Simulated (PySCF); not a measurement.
Mapped SMILES: `[SiH3:1][c:2]1[cH:3][cH:4][cH:5][s:6]1`. Each H is labelled by its parent atom.

Geometry: PBE0-D3(BJ)/def2-SVP; GIAO absolute shieldings from PySCF 2.14.0 with density-fitted response routines, gas phase, non-relativistic, averaged over equivalent atoms.

At PBE0/pcSseg-1 (146 basis functions, 12 s wall time on 1 thread of an x86-64 server CPU, shared host):
| atoms | σ (ppm) |
| --- | --- |
| Si1 | 426.0 |
| C3 | 40.4 |
| C5 | 42.2 |
| C2 | 50.7 |
| C4 | 51.9 |
| S6 | 239.0 |
| H(C5) | 23.70 |
| H(C3) | 23.82 |
| H(C4) | 24.06 |
| H(Si1) | 26.63 |

Task: What do these become at KT2/pcSseg-2?

Result: 
| atoms | σ at KT2/pcSseg-2 | change |
| --- | --- | --- |
| Si1 | 428.8 | +2.8 |
| C3 | 45.3 | +4.9 |
| C5 | 48.6 | +6.4 |
| C2 | 56.6 | +5.9 |
| C4 | 56.3 | +4.4 |
| S6 | 255.9 | +16.9 |
| H(C5) | 23.51 | -0.19 |
| H(C3) | 23.71 | -0.11 |
| H(C4) | 23.91 | -0.15 |
| H(Si1) | 26.43 | -0.20 |

The largest change is at S6 (aromatic ring sulfur). Cost: 314 basis functions, 60 s wall time on 1 thread of an x86-64 server CPU, shared host. The order of the carbon signals changes between the two levels.
